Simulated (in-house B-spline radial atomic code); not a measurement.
**How G0W0 and RPA depend on the start: Ni²⁴⁺**

Configuration [He] 2s2. Computed with a B-spline radial code for spherical atoms: all electrons, non-relativistic, point nucleus, each spin shell either full or empty, empty states to l = 9 with an (l + 1/2)⁻⁴ tail; G0W0 by contour deformation at full frequency.

```tsv
start	mean-field 2s (eV)	G0W0 (eV)	QP weight	RPA correlation (Eh)
Hartree-Fock	-2261.68	?	?	?
PBE	-2223.12	-2270.97	0.958	-0.65896
SCAN	-2225.84	-2270.74	0.961	-0.61853
wB97X	-2234.25	?	?	?
LC-wPBE	-2229.22	-2270.65	0.962	-0.59981
```

(1) What G0W0 level, weight and RPA correlation energy follow from the Hartree-Fock start?

(2) What G0W0 level, weight and RPA correlation energy follow from the wB97X start?

(3) How much of the dependence on the start does G0W0 remove?

## Answers

(1) G0W0 level -2268.55 eV, weight 0.982, RPA correlation -0.40325 hartree.

(2) G0W0 level -2270.15 eV, weight 0.967, RPA correlation -0.54829 hartree.

(3) The mean-field levels span 38.6 eV and the G0W0 levels 2.42 eV. Against 2295.6 ± 2.1 eV (NIST, semi-empirical) the G0W0 removal energies are off by -27.05 to -24.63 eV, with relativity, Breit and QED terms left out.
